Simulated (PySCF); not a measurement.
**Core-level binding energies of `[SiH3]N([SiH3])[PH-]`**

H7NPSi2 (charge -1).
Atom-mapped SMILES: `[SiH3:1][N:2]([SiH3:3])[PH-:4]`

Computed, not measured: delta-SCF UKS SCAN, pcX-2 on the ionised atom, pcseg-1 elsewhere, spin-free X2C in PySCF. These are vertical core ionisation energies against the vacuum level, from separate self-consistent calculations with and without the core hole.

**Question.** What binding energy does each computed site have?

**Answer.** 
```json
{"atom(s)": "Si1", "environment": "SiH3 silicon", "level": "Si 2p3/2", "binding energy (eV)": "102.39", "2p1/2 (eV)": "103.01", "count": "1"}
{"atom(s)": "N2", "environment": "nitrogen bridging silicon atoms", "level": "N 1s", "binding energy (eV)": "398.70", "2p1/2 (eV)": "–", "count": "1"}
{"atom(s)": "Si1", "environment": "SiH3 silicon", "level": "Si 1s", "binding energy (eV)": "1842.21", "2p1/2 (eV)": "–", "count": "1"}
{"atom(s)": "P4", "environment": "phosphorus bonded to N and H", "level": "P 1s", "binding energy (eV)": "2143.38", "2p1/2 (eV)": "–", "count": "1"}
```

**Question.** Give the binding energy of P 1s of P4 in hartree and in kJ/mol.

**Answer.** 2143.38 eV = 78.7678 Eh = 206805 kJ/mol.

The list is incomplete; no value stands for Si 1s of Si3 or Si 2p of Si3. For 2p shells one spin-free hole was relaxed; a mean-field spin–orbit operator and the ground-state splitting of the three 2p orbitals were then diagonalised within the shell. The shell's mean is (2 × 2p3/2 + 2p1/2)/3, and the degeneracies 2j + 1 give areas of 2:1. 2p1/2 minus 2p3/2 (ligand field included): Si 0.62 eV. The species carries charge -1, so core ionisation leaves a neutral species. The basis sets have no added diffuse functions. The structure is a single GFN2-xTB conformer in the gas phase; no vibrational or solvent corrections.

Time: 32 s of wall time; peak memory 0.44 GiB. Hardware: one thread of an Arm Neoverse V1, shared host with 32 logical CPUs at a one-minute load of 29.

The values belong to the conformer `[SiH3:1][N:2]([SiH3:3])[PH-:4]`: H–P4–N2–Si1 62°.
